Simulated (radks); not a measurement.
Results of a calculation; reference values are marked as such.
Spherical quantum dot in the effective-mass picture: electrons in a hard-walled sphere of radius 3.95, all in effective atomic units (hartree* = m*/eps^2 hartree, bohr* = eps/m* bohr), one dielectric constant everywhere. Level of theory: non-relativistic Kohn-Sham, LDA (Slater exchange, Perdew-Wang correlation), spin-polarised, spherical densities (a radial shooting solver with Libxc functionals). Levels are named by radial order and angular momentum (1s, 1p, 1d, 2s, ...), and open shells are averaged over m. Results are scaled to m* = 0.061 and eps = 7.9, for which hartree* = 26.6 meV and bohr* = 6.853 nm.

N = 14, configuration 1s2 1p6 1d(up 5, down 1). This is the lowest configuration that the search found. Occupied and some empty levels:

level    occupation  eigenvalue (meV)  <r> (nm)
1s up             1            128.26     17.46
1s down           1            129.77     17.35
1p up             3            133.23     18.39
1p down           3            134.83     18.35
1d up             5            141.46     19.13
1d down           1            143.11     19.11
1f up             0            152.51     19.72
1f down           0            154.18     19.72
2s up             0            157.20     12.32
2s down           0            157.95     12.31
2p up             0            172.32     14.26
2p down           0            173.29     14.23

Energy (meV): total 1073.64, kinetic 329.56, external 0, Hartree 881.11, exchange-correlation -137.02.

Electron density:

r (nm)  n(r) (e/nm^3)
0.757      0.00002342
2.11       0.00002611
3.45       0.00003168
4.80       0.00004076
6.15       0.00005422
7.50       0.00007303
8.85       0.00009811
10.2        0.0001298
11.5        0.0001680
12.9        0.0002110
14.2        0.0002551
15.6        0.0002950
16.9        0.0003226
18.3        0.0003295
19.6        0.0003089
21.0        0.0002588
22.3        0.0001861
23.7        0.0001069
25.0       0.00004073
26.4        4.683e-06
